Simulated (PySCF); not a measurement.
Si(H)(F)(Et)(OH) (C2H7FOSi), SMILES CC[SiH](O)F.

Coordinates come from a PBE0-D3(BJ)/def2-SVP optimisation. The structure was generated by enumeration, and PubChem lists no compound with its InChIKey, so it may never have been made. One conformer was computed; it need not be the lowest.

Method: TDA-PBE/def2-SVPD (PySCF).

Vertical excitations. Isolated molecule, no solvent.

Computed excitation energies, oscillator strengths and character:
```
state  energy (eV)  λ (nm)      f                            main pairs
-----  -----------  ------  -----  ------------------------------------
S1            6.64     187  0.009                        HOMO→LUMO 99 %
S2            7.22     172  0.001                      HOMO→LUMO+1 99 %
S3            7.52     165  0.015                      HOMO→LUMO+2 99 %
S4            7.65     162  0.034                      HOMO−1→LUMO 98 %
S5            8.00     155  0.007                      HOMO−2→LUMO 97 %
S6            8.13     152  0.076                      HOMO→LUMO+3 95 %
S7            8.26     150  0.001  HOMO−1→LUMO+1 77 %, HOMO−3→LUMO 15 %
S8            8.41     147  0.017  HOMO−3→LUMO 68 %, HOMO−1→LUMO+2 22 %
S9            8.47     146  0.006  HOMO−1→LUMO+2 61 %, HOMO→LUMO+4 14 %
S10           8.50     146  0.027  HOMO→LUMO+4 71 %, HOMO−2→LUMO+1 16 %
T1            6.48     191      0                        HOMO→LUMO 99 %
T2            6.96     178      0                      HOMO→LUMO+1 99 %
T3            7.29     170      0                      HOMO→LUMO+2 96 %
T4            7.34     169      0                      HOMO−1→LUMO 96 %
```
Triplets are in the Tamm–Dancoff approximation.
